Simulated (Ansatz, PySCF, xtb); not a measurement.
Complex: C2H6 (SMILES CC) (first 8 atoms) with CH3I (SMILES CI); geometry from B3LYP-D3(BJ)/def2-TZVP, rigid monomers moved along the line of their centres of mass till H7···H12 is 2.79 Å.
(charge 0, multiplicity 1):
```xyz
13

C     -0.53415     0.50471     0.23526
C      0.64777    -0.40014    -0.09893
H     -1.27096     0.50868    -0.57028
H     -0.21467     1.53767     0.38995
H     -1.03852     0.17205     1.14418
H      0.32165    -1.42784    -0.26844
H      1.37467    -0.42503     0.71507
H      1.16545    -0.06344    -0.99936
C      1.04871     1.33241     3.82028
I      0.62230    -0.68544     4.44601
H      1.60274     1.80884     4.62054
H      1.63495     1.27244     2.91095
H      0.09919     1.82395     3.64505
```

Monomers are frozen at their geometry in the pair; levels with a basis set take the counterpoise correction. Rows marked so take none.

Rows in STO-3G carry no dispersion term and start afresh at each structure; the Pople sets are all-electron and without relativity.

Codes used: Ansatz (a program for electronic structure); PySCF for STO-3G rows, the dispersion terms; xtb for the GFN methods. Each number belongs to the level named beside it. In def2 rows elements past Kr take small-core potentials, without spin–orbit coupling.

One of these levels gives 4.5 meV for the interaction energy. Name it.
A. HF/STO-3G (no counterpoise)
B. PBE-D3(BJ)/def2-TZVPPD
C. GFN-FF

A, HF/STO-3G (no counterpoise). The others give -48.7 (GFN-FF), -72.6 (PBE-D3(BJ)/def2-TZVPPD)
